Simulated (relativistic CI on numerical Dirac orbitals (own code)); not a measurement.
## Ar²⁺: sensitivity of the levels to the model

Base calculation: Dirac-Coulomb-Breit CI, orbitals from a KLI potential per configuration, model QED, valence Slater integrals scaled by 0.85, P86 correlation energy added to each configuration.

CI space (outside the closed core [Ne]): 3s2 3p4, 3s 3p5, 3s2 3p3 3d, 3p6, 3s 3p4 3d, 3s2 3p3 4s, 3s2 3p3 4p, 3s2 3p3 4d, 3s2 3p3 5s, 3s2 3p3 5p, 3s2 3p3 4f, 3s2 3p2 3d 4p, 3s2 3p3 5d, 3s2 3p3 6s, 3s2 3p3 6p, 3s2 3p3 5f, 3s2 3p3 5g, 3s2 3p2 4s 4p, 3s2 3p3 6d, 3s 3p4 4s, 3p5 3d, 3p5 4s, 3s 3p4 4p, 3s 3p3 3d2, 3p5 4p, 3s 3p3 3d 4s, 3s 3p3 4s2, 3s 3p4 4d, 3s 3p4 5s, 3s2 3p2 3d2, 3s2 3p 3d3, 3s 3p2 3d3, 3s2 3p 3d2 4s, 3s2 3p 3d2 4p, 3s2 3p 3d2 4d, 3p4 3d2, 3p3 3d3, 3p3 3d2 4s, 3p3 3d2 4p, 3p3 3d2 4d, 3s2 3p2 3d 4s, 3s 3p2 3d2 4s, 3s2 3p 3d 4s2, 3s2 3p 3d 4s 4p, 3s2 3p 3d 4s 4d, 3s2 3p2 4s2, 3s 3p2 3d 4s2, 3s2 3p 4s2 4p, 3s2 3p 4s2 4d, 3s2 3p2 4p2, 3s2 3p 3d 4p2, 3s 3p2 3d 4p2, 3s2 3p 4s 4p2, 3s2 3p 4p3, 3s2 3p 4p2 4d. Double excitations out of closed p, d and f shells are left out; levels of such configurations are missing from the list, as are those of other unlisted configurations, and high levels can miss mixing partners. These lack a partner that the ground configuration has and come out too high: 3s2 3p3 5s, 3s2 3p3 5p, 3s2 3p3 4f, 3s2 3p3 5d, 3s2 3p3 6s.

Variants: (1) valence Slater integrals scaled by 0.75; (2) no correlation estimate; (3) configuration mixing switched off; (4) non-relativistic limit. Shifts of the energy above 3s2 3p4 3P_2, in cm⁻¹, for the lowest level and the first level of each name with at least 55 % of one term (blank where a level changes its place among those of its configuration and J or its character, or is not in the variant):

```tsv
Level	Base	Δ(1)	Δ(2)	Δ(3)	Δ(4)	Measured
3s2 3p4 3P_2	0.0	0.0	0.0	0.0	0.0	0.0
3s2 3p4 3P_1	1097.5	+9.4	-0.4	+26.1	-1097.5	1112.2
3s2 3p4 3P_0	1547.1	+2.3	-0.6	+43.8	-1547.1	1570.2
3s2 3p4 1D_2	13983.3	-1462.5	-1.9	+508.9	-608.6	14010.0
3s2 3p4 1S_0	31609.8	-3018.9	-16.7	+3734.3	-708.3	33265.7
3s 3p5 3P°_2	118559.9	+3854.5	-877.9	+22603.0	-1744.1	113800.5
3s 3p5 3P°_1	119541.5	+3857.1	-879.0	+22666.3	-2725.7	114797.4
3s 3p5 3P°_0	120063.7	+3860.7	-879.4	+22688.8	-3247.9	115328.0
3s2 3p3 3d 5D°_3	148796.8	+2723.8	-1713.6	-3971.1	-926.4	144897.5
3s2 3p3 3d 5D°_2	148797.1	+2725.1	-1713.5	-3976.4	-926.7	144890.7
3s2 3p3 3d 5D°_0	148798.5	+2725.9	-1713.3	-3983.8	-928.1	
3s2 3p3 3d 5D°_1	148798.5	+2725.3			-928.1	144885.5
3s2 3p3 3d 5D°_4	148801.1	+2722.3	-1713.6	-3967.8	-930.7	144911.3
3s2 3p3 3d 3D°_3	161089.2	+1412.1	-1719.6	-2281.7	-901.2	156915.5
```

For a near-neutral ion this model can misplace configurations by up to about 10,000 cm⁻¹ (more where the count of f electrons changes) and terms by 10 to 25 % of their spread. Rates follow the energies as ν³ (E1, M1) or ν⁵ (E2), so they and the lifetimes can be off by large factors. The fine structure of a lone outer electron comes out too small, for d and f at times inverted, and misplaced configurations move strength between like terms. 64 of the 69 excited levels that our extract of the measured tables holds in this range could be paired (the sources list more); they are missed by 4244 cm⁻¹ on average and 10324 at most, and levels without a partner can miss by more.

Measured levels: Saloman, J. Phys. Chem. Ref. Data 39, 033101 (2010).

Ionisation energy from the two ground configurations alone: base 40.78 eV; valence Slater integrals scaled by 0.75 41 eV; no correlation estimate 39.56 eV. The NIST ASD value (semi-empirical) is 40.735 eV.
